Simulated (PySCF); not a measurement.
## First hyperpolarisability: `CB(C)C(=C=CC#N)C#N`, C7H7BN2

Geometry:
```json
{"atom": "C1", "x (Å)": "-1.334", "y (Å)": "-1.339", "z (Å)": "-0.013"}
{"atom": "B2", "x (Å)": "-1.118", "y (Å)": "0.158", "z (Å)": "0.370"}
{"atom": "C3", "x (Å)": "-2.282", "y (Å)": "1.197", "z (Å)": "0.441"}
{"atom": "C4", "x (Å)": "0.353", "y (Å)": "0.703", "z (Å)": "0.678"}
{"atom": "C5", "x (Å)": "1.378", "y (Å)": "-0.123", "z (Å)": "0.640"}
{"atom": "C6", "x (Å)": "2.358", "y (Å)": "-0.998", "z (Å)": "0.603"}
{"atom": "C7", "x (Å)": "3.083", "y (Å)": "-1.297", "z (Å)": "-0.589"}
{"atom": "N8", "x (Å)": "3.681", "y (Å)": "-1.561", "z (Å)": "-1.547"}
{"atom": "C9", "x (Å)": "0.561", "y (Å)": "2.088", "z (Å)": "0.985"}
{"atom": "N10", "x (Å)": "0.666", "y (Å)": "3.216", "z (Å)": "1.232"}
{"atom": "H11", "x (Å)": "-2.188", "y (Å)": "-1.760", "z (Å)": "0.543"}
{"atom": "H12", "x (Å)": "-0.465", "y (Å)": "-2.003", "z (Å)": "0.094"}
{"atom": "H13", "x (Å)": "-1.646", "y (Å)": "-1.360", "z (Å)": "-1.074"}
{"atom": "H14", "x (Å)": "-3.273", "y (Å)": "0.783", "z (Å)": "0.214"}
{"atom": "H15", "x (Å)": "-2.311", "y (Å)": "1.660", "z (Å)": "1.444"}
{"atom": "H16", "x (Å)": "-2.080", "y (Å)": "2.040", "z (Å)": "-0.244"}
{"atom": "H17", "x (Å)": "2.645", "y (Å)": "-1.529", "z (Å)": "1.520"}
```

Level of theory: PySCF, quadratic response CAM-B3LYP/aug-cc-pVDZ first hyperpolarisability, Taylor convention, gas phase. Geometry: PBE0-D3(BJ)/def2-SVP.

(1) Give β for the processes computed.

(2) Which lowest excitations, dipole and polarisabilities go with it?

Results:

(1) In au, Taylor convention; the vector part is βᵢ = ⅓ Σⱼ (βᵢⱼⱼ + βⱼᵢⱼ + βⱼⱼᵢ); β∥ is 3/5 of the vector part along the dipole, the dipole points from − to +:
```tsv
process	λ (nm)	β vector norm	β∥	β HRS	depolarisation ratio
static β(0;0,0)	∞	61.9	-18.1	66.3	1.74
second harmonic β(−2ω;ω,ω)	1907	67.1	-20.6	69.6	1.76
Pockels β(−ω;ω,0)	1907	63.5	-18.9	–	–
second harmonic β(−2ω;ω,ω)	1064	81.4	-27.5	78.3	1.83
Pockels β(−ω;ω,0)	1064	67.5	-20.8	–	–
```

(2) S1 4.66 eV (f = 0.000); S2 5.63 eV (f = 0.002); S3 5.83 eV (f = 0.349); dipole 4.68 D; isotropic α 112.7 au static, 113.1 au at 1907 nm, 114.1 au at 1064 nm, 114.5 au at 953.5 nm, 119.1 au at 532 nm.
